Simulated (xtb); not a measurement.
SeFBr, SMILES F[Se]Br. All values are semi-empirical tight-binding results from xtb (GFN2-xTB unless named), good for trends rather than for accurate numbers. Geometry optimised at GFN2-xTB.

```json
{
 "point_group_as_xtb_finds_it": "Cs",
 "orbital_gap": "2.65 eV",
 "zero_point_energy": "1.3 kcal/mol",
 "G − E(el) at 298.15 K (modified RRHO)": "-17.1 kcal/mol",
 "static polarisability (D4 model)": "52.2 bohr³",
 "solvation energy, GFN2-xTB/ALPB(water)": "0.0 kcal/mol",
 "solvation energy, GFN2-xTB/ALPB(hexane)": "-2.1 kcal/mol"
}
```
